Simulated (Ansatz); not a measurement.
Species: 2-ethenylselanylpropane, C₅H₁₀Se (charge 0, singlet). SMILES: C=C[Se]C(C)C
Structure (B3LYP-D3(BJ)/def2-TZVP (Ansatz, an electronic-structure program) minimum search):
```xyz
16

C      2.7944     0.8236     0.1189
C      1.6425     0.3592     0.5865
Se     0.3174    -0.5026    -0.4775
C     -1.2688     0.0369     0.5985
C     -2.4649    -0.7559     0.0920
C     -1.4942     1.5389     0.5426
H      3.5394     1.2305     0.7917
H      3.0393     0.8058    -0.9357
H      1.4127     0.3930     1.6462
H     -1.0309    -0.2705     1.6182
H     -3.3521    -0.5043     0.6783
H     -2.2987    -1.8306     0.1695
H     -2.6803    -0.5166    -0.9518
H     -0.6212     2.0916     0.8895
H     -2.3438     1.8137     1.1757
H     -1.7109     1.8591    -0.4780
```

Parts of the frozen-core correlation energy in cc-pVQZ (Ansatz, hartree). Frozen orbitals: 19; correlated occupied orbitals by spin: 18 and 18; virtual: 606 and 606. No spin-orbit coupling. No relativistic terms.

```json
[
 {"term": "reference (HF)", "value": "-2595.10458"},
 {"term": "MP2 opposite-spin", "value": "…"},
 {"term": "MP2 same-spin", "value": "…"},
 {"term": "CCSD correlation", "value": "…"},
 {"term": "(T)", "value": "-0.05273"},
 {"term": "T1 diagnostic", "value": "0.011"},
 {"term": "largest doubles amplitude", "value": "0.037"}
]
```

Problem. What belongs in the gaps?

Solution. 
- MP2 opposite-spin, value: -0.84256
- MP2 same-spin, value: -0.23859
- CCSD correlation, value: -1.12935
